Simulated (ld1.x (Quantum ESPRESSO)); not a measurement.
# potassium (K), RRKJ: configuration errors across variants

```
Element                 : K (Z = 19)
Generator               : ld1.x (Quantum ESPRESSO) 7.5
Type                    : norm-conserving RRKJ (Kleinman–Bylander form)
Functional              : PBE
Relativity              : scalar-relativistic
Frozen core             : [Ne]
Valence charge          : 9
Reference configuration : 3s2 3p6 3d0 4s0 4p0 (charge +1)
Partial waves           : 3s (bound): rc 1.65 bohr; 3d (bound, empty): rc 2.40 bohr; 3p (bound): rc 1.90 bohr
Local potential         : the p channel
Core correction         : a·sin(br)/r model core inside 1.15 bohr
rho0                    : 0.005
```

All-electron excitation energies from the reference (eV): (1) 3s2 3p6 3d0 4s1 4p0 -4.314; (2) 3s2 3p6 3d0 4s0.5 4p0 -2.673; (3) 3s2 3p6 3d0 4s0 4p1 -2.761; (4) 3s2 3p6 3d1 4s0 4p0 -1.858; (5) 3s1 3p6 3d0 4s1 4p0 37.680; (6) 3s2 3p5 3d0 4s1 4p0 20.616; (7) 3s2 3p6 3d0.5 4s0.5 4p0 -3.096.

Errors AE − PS in meV (a dash: test not solved or not reliable):

| change | (1) | (2) | (3) | (4) | (5) | (6) | (7) | bound ghosts |
| --- | --- | --- | --- | --- | --- | --- | --- | --- |
| base | +12 | +8.0 | +3.4 | -0.2 | +61 | +40 | +6.7 | none |
| all radii but the core radius scaled by about 0.75 (s 1.24, p 1.42, d 1.80 bohr) | +6.5 | +4.5 | +1.4 | -0.1 | +34 | +25 | +4.2 | none |
| all radii but the core radius scaled by about 0.85 (s 1.40, p 1.62, d 2.04 bohr) | +9.5 | +6.6 | +2.3 | -0.2 | +48 | +35 | +5.9 | none |
| all radii but the core radius scaled by about 0.93 (s 1.54, p 1.78, d 2.24 bohr) | +12 | +8.3 | +3.1 | -0.2 | +60 | +43 | +7.3 | none |
| all radii but the core radius scaled by about 1.07 (s 1.76, p 2.02, d 2.56 bohr) | +8.6 | +5.9 | +3.2 | -0.1 | +54 | +30 | +4.9 | none |
| all radii but the core radius scaled by about 1.15 (s 1.90, p 2.20, d 2.76 bohr) | -3.8 | -2.6 | +1.5 | 0.0 | +23 | -9.9 | -2.3 | none |
| all radii but the core radius scaled by about 1.21 (s 2.00, p 2.30, d 2.92 bohr) | -26 | -18 | -1.0 | +0.3 | -27 | -81 | -15 | none |
| all radii but the core radius scaled by about 1.31 (s 2.16, p 2.48, d 3.14 bohr) | -70 | -48 | -7.8 | +0.7 | -126 | -213 | -41 | none |

**Question.** Give the same row for: all radii but the core radius scaled by about 1.37 (s 2.26, p 2.60, d 3.30 bohr).

**Answer.** -100, -68, -15, +1.1, -197, -287, -57; bound ghosts: none.
